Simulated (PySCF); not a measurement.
**YSF: from structure and modes to constants**

All numbers come from PySCF, PBE0, basis Y def2-TZVP with ECP28, S def2-TZVP, F def2-TZVP (scalar-relativistic core potentials, no spin–orbit coupling, density fitting).

The singlet minimum has Cs symmetry. Masses (u): Y 88.90585, S 31.97207, F 18.99840.

```xyz
3
charge 0 multiplicity 1, angstrom
Y     0.0000   -0.4733    0.0000
S     1.1781    1.5044    0.0000
F    -1.9826   -0.3170    0.0000
```

Harmonic wavenumbers (cm⁻¹): 132.1 (a', ×1), 487.7 (a', ×1), 580.3 (a', ×1).

Find the principal moments of inertia and the rotational constants. What kind of rotor is it?

About the centre of mass I = 36.898, 176.34, 213.24 u Å². With B = 16.8576/I this gives 0.4569, 0.0956, 0.07905 cm⁻¹. The molecule is an asymmetric top with κ = -0.91.

What is the harmonic zero-point energy?

Half the sum of all 3 wavenumbers, 1200/2 = 600 cm⁻¹, which is 7.2 kJ/mol (1 cm⁻¹ = 0.0119627 kJ/mol).

Give the standard entropy (298.15 K, 1 bar) by its translational, rotational, vibrational and spin parts, and Cp.

Sackur–Tetrode with M = 139.88 u gives 170.5; rotation with symmetry number 1 gives 107.3; vibration 17.1; spin R ln 1 = 0.0. The total is 294.9 J/(mol K), and Cp = 4 R + 17.9 = 51.1 J/(mol K).

Only a few start shapes were tried, so a lower isomer may exist.
